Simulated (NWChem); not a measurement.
# Plane-wave run on MgS (wurtzite type)

```yaml
crystal:
  lattice:
    - [3.98186, 0.00000, 0.00000]
    - [-1.99093, 3.44839, 0.00000]
    - [0.00000, 0.00000, 6.52137]
  atoms:
    - { symbol: Mg, position: [0.66667, 0.33333, 0.00000] }
    - { symbol: Mg, position: [0.33333, 0.66667, 0.50000] }
    - { symbol: S, position: [0.66667, 0.33333, 0.62520] }
    - { symbol: S, position: [0.33333, 0.66667, 0.12520] }
```

Everything below was run with NWChem. Origin of the cell: lattice set by a structure generator, not relaxed at this level; this structure type may not be the compound's usual one.

Norm-conserving pseudopotentials with valence charges Mg 2, S 6, fixed occupations, no spin-orbit coupling, density cut at twice the wavefunction cutoff.

Level: LDA (Vosko), Troullier-Martins, cutoff 25 Ha, density from a 3×3×3 mesh. Bands run along Γ–M–K–Γ–A–L–H–A with k in units of the cell's reciprocal vectors.

### Question
Give the band energies at the labelled points, in eV from the valence-band top.

### Answer
| point | k | band 5 | band 6 | band 7 | band 8 | band 9 | band 10 |
|---|---|---|---|---|---|---|---|
| Γ | 0.000 0.000 0.000 | -0.39 | -0.04 | 0.00 | 0.00 | 3.23 | 4.66 |
| M | 0.500 0.000 0.000 | -1.90 | -1.10 | -0.94 | -0.36 | 4.65 | 4.97 |
| K | 0.333 0.333 0.000 | -2.29 | -1.35 | -1.34 | -1.34 | 4.59 | 7.00 |
| A | 0.000 0.000 0.500 | -0.20 | -0.20 | -0.20 | -0.20 | 4.79 | 4.79 |
| L | 0.500 0.000 0.500 | -0.83 | -0.83 | -0.77 | -0.77 | 4.43 | 4.43 |
| H | 0.333 0.333 0.500 | -1.98 | -1.98 | -0.53 | -0.53 | 5.57 | 5.57 |
Bands up to 8 are filled.
